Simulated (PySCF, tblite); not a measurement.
C5H11BO3Si.
Numbering: `[O:1]=[CH:2][C@@H:3]1[CH2:4][SiH2:5][C@@H:6]([B:7]([OH:8])[OH:9])[CH2:10]1` (hydrogens: H11 on C2; H12 on C3; H13, H14 on C4; H15, H16 on Si5; H17 on C6; H18 on O8; H19 on O9; H20, H21 on C10)

Cartesian coordinates in Å at the GFN2-xTB level; atoms count from 1:
```
atom  x, y, z in Å
O1    -1.4760   -2.1758    0.1812
C2    -2.0356   -1.1891    0.5802
C3    -1.7799    0.1759    0.0368
C4    -1.3719    0.0716   -1.4298
Si5    0.3782   -0.6725   -1.3567
C6     0.6790   -0.1376    0.4620
B7     2.0652    0.6056    0.6342
O8     2.1066    1.9525    0.7393
O9     3.2576   -0.0615    0.6307
C10   -0.5516    0.7025    0.8155
H11   -2.7388   -1.2428    1.4340
H12   -2.6438    0.8258    0.2027
H13   -1.3576    1.0662   -1.8735
H14   -2.0887   -0.5269   -1.9874
H15    1.2517    0.0499   -2.2981
H16    0.5324   -2.1053   -1.5895
H17    0.6794   -1.0459    1.0710
H18    2.9960    2.3037    0.7976
H19    3.2087   -1.0112    0.5446
H20   -0.7426    0.6964    1.8910
H21   -0.3771    1.7355    0.5136
```

Jobs on this species (21 atoms, 84 electrons) with PySCF (density fitting) and tblite. Hardware of each: one thread of an Arm Neoverse N1 (shared host). Other jobs ran on the host; a repeat could differ by tens of per cent or more.

```tsv
level and settings	work	basis functions	SCF cycles	wall time
GFN2-xTB	Hessian by finite differences	–	–	?
PBE0/pcSseg-1	shieldings, ring-centre shieldings, charges and field gradients	232	14	82 s
GFN2-xTB	L-BFGS relaxation	–	–	2.4 s
```

Task: Fill in the missing figures.

Result: 
- GFN2-xTB; Hessian by finite differences: 1.6 s

Task: What do all jobs in the table cost together?

Result: About 86 s; the longest takes about 95 % of that, and about 51 times as long as the shortest.
